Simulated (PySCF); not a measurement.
# Worked example: chemical shift, span and skew from a shielding tensor

C₃H₉FSi₂, SMILES F/C=C(/[SiH3])C[SiH3]. Atoms are numbered in the order given.

```xyz
15

F     -0.2866     2.3727     0.3824
C      0.6822     1.5033     0.0490
C      0.5586     0.1878     0.2642
Si     1.9734    -0.9364    -0.2358
C     -0.6990    -0.3889     0.8705
Si    -2.0138    -0.7655    -0.4527
H      1.5472     2.0045    -0.3943
H      1.5082    -1.9583    -1.2183
H      3.0648    -0.1221    -0.8429
H      2.4948    -1.6611     0.9609
H     -0.4873    -1.3207     1.4209
H     -1.1464     0.3170     1.5897
H     -1.4694    -1.7303    -1.4515
H     -3.2252    -1.3627     0.1842
H     -2.3934     0.4933    -1.1534
```
Charge 0, spin multiplicity 1.

Geometry: B3LYP-D3(BJ)/def2-SVP. The structure was generated by enumeration; whether it is a known compound was not checked. Other conformers were not sampled.

GIAO shieldings from KT2/pcSseg-1 run with PySCF, non-relativistic, no solvent. The symmetric part of the tensor of Si6 has the principal values 397.9, 420.7, 476.1 ppm. The same nucleus in TMS has σ = 361.9 ppm at this level (PySCF, at its B3LYP-D3(BJ)/def2-TZVP geometry).

### Question
Work out the isotropic shielding, the ²⁹Si shift against TMS, the span and the skew.

### Answer

σ(iso) = (σ11 + σ22 + σ33)/3 = 431.6 ppm. δ = σ(ref) − σ(iso) = 361.9 − (431.6) = -69.7 ppm.
Span Ω = σ33 − σ11 = 78.2 ppm. Skew κ = 3(σ(iso) − σ22)/Ω = 0.42. Tumbling in solution averages the tensor to δ; in a static solid the shielding alone would spread this spin-1/2 line over Ω.
